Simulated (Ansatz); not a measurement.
A CCSD(T) single point on C₆H₂₀Al₂N₂ (`C[N+]1(C)[Al@H-]([CH3])[N+](C)(C)[Al@@H-]1[CH3]`).

```yaml
crystal:
  periodic: [false, false, false]
  atoms:
    - {symbol: C, position_ang: [-0.448494, -2.410172, -1.434867]}
    - {symbol: Al, position_ang: [-0.258192, -1.443447, 0.262329]}
    - {symbol: N, position_ang: [-1.367215, 0.179370, 0.360602]}
    - {symbol: C, position_ang: [-2.373835, 0.156311, 1.425732]}
    - {symbol: C, position_ang: [-2.004372, 0.541670, -0.908064]}
    - {symbol: Al, position_ang: [0.232130, 1.245210, 0.783947]}
    - {symbol: C, position_ang: [0.495081, 2.763699, -0.431083]}
    - {symbol: N, position_ang: [1.349902, -0.311275, 0.335554]}
    - {symbol: C, position_ang: [2.303740, -0.688373, 1.382589]}
    - {symbol: C, position_ang: [2.050751, -0.190534, -0.945451]}
    - {symbol: H, position_ang: [0.297566, -3.208325, -1.513229]}
    - {symbol: H, position_ang: [-1.427914, -2.896591, -1.497455]}
    - {symbol: H, position_ang: [-0.343713, -1.785119, -2.326661]}
    - {symbol: H, position_ang: [-0.383906, -2.208731, 1.658590]}
    - {symbol: H, position_ang: [-1.911535, -0.112145, 2.375414]}
    - {symbol: H, position_ang: [-3.161420, -0.574550, 1.207295]}
    - {symbol: H, position_ang: [-2.849249, 1.137756, 1.539367]}
    - {symbol: H, position_ang: [-2.781392, -0.181609, -1.180326]}
    - {symbol: H, position_ang: [-2.468788, 1.532480, -0.847821]}
    - {symbol: H, position_ang: [-1.273807, 0.565562, -1.718116]}
    - {symbol: H, position_ang: [0.282678, 1.446061, 2.367650]}
    - {symbol: H, position_ang: [0.439075, 2.508921, -1.493588]}
    - {symbol: H, position_ang: [-0.253513, 3.542096, -0.248072]}
    - {symbol: H, position_ang: [1.471947, 3.230277, -0.264259]}
    - {symbol: H, position_ang: [3.094238, 0.064523, 1.484677]}
    - {symbol: H, position_ang: [2.782051, -1.647739, 1.152372]}
    - {symbol: H, position_ang: [1.793759, -0.781435, 2.341204]}
    - {symbol: H, position_ang: [2.833368, 0.575071, -0.896673]}
    - {symbol: H, position_ang: [1.360328, 0.090044, -1.742365]}
    - {symbol: H, position_ang: [2.520731, -1.138994, -1.229280]}
basis:
  gaussian: {orbitals: def2-TZVPP}
correlation: {method: ccsd_t}
output: {orbitals: {seedname: orbitals}}
```

```sh
$ ansatz run in.yaml --threads 4 --pin off --events-out ev --progress --plain --max-ram 66560MiB --backend cuda --devices 0, --max-vram 37GiB
```

Output of Ansatz, abridged:

```
Functional definition: HF
3534 factors; integrals over basis functions are off by at most 1.5e-3 eV
mean field evaluation 1: about -22626.2332 eV, gradient 5.7e1 eV
mean field evaluation 2: about -22626.6849 eV, gradient 5.7e1 eV
mean field evaluation 4: about -22635.4964 eV, gradient 7.1e0 eV
mean field evaluation 8: about -22635.6528 eV, gradient 3.9e-1 eV
mean field -22635.65333612 eV, -831.8449171056 hartree, gradient 2.5e-6 eV, S^2 0.000000; 0 other end points of the search recorded, 0 dependent functions left out
18 core orbitals not correlated: weight in the atoms' cores, before any rotation towards them, 1.000 or more for the frozen orbitals, at most 0.000 for the correlated occupied ones
reference -22635.65333612 eV, -831.8449171056 hartree; 30, 30 occupied and 564, 564 virtual orbitals, 3534 factors
second order -45.75842886 eV of doubles, -0.00000000 eV of singles
cycle   1  -47.29271892 eV  change    -1.5e0 eV  update   1.3e-1
cycle   2  -48.45582427 eV  change    -1.2e0 eV  update   3.8e-2
cycle   3  -48.63355834 eV  change   -1.8e-1 eV  update   1.6e-2
cycle   4  -48.62306397 eV  change    1.0e-2 eV  update   3.5e-3
cycle   5  -48.62331877 eV  change   -2.5e-4 eV  update   1.4e-3
cycle   6  -48.62356562 eV  change   -2.5e-4 eV  update   3.8e-4
cycle   7  -48.62333942 eV  change    2.3e-4 eV  update   1.3e-4
cycle   8  -48.62333424 eV  change    5.2e-6 eV  update   4.3e-5
perturbative correction -1.91339200 eV, -0.0703158591 hartree
Total energy: -22686.19006236 eV, -833.7021075400 hartree
```

Hardware: 4 threads of an AMD EPYC 7R13 on a shared host and a share of an NVIDIA H100 80 GB. Wall time 5.9 min, peak host memory 3.8 GiB.

MP2 recovers 90.5 % of the CCSD(T) correlation energy and the triples give 3.8 %; T1 = 0.0098.
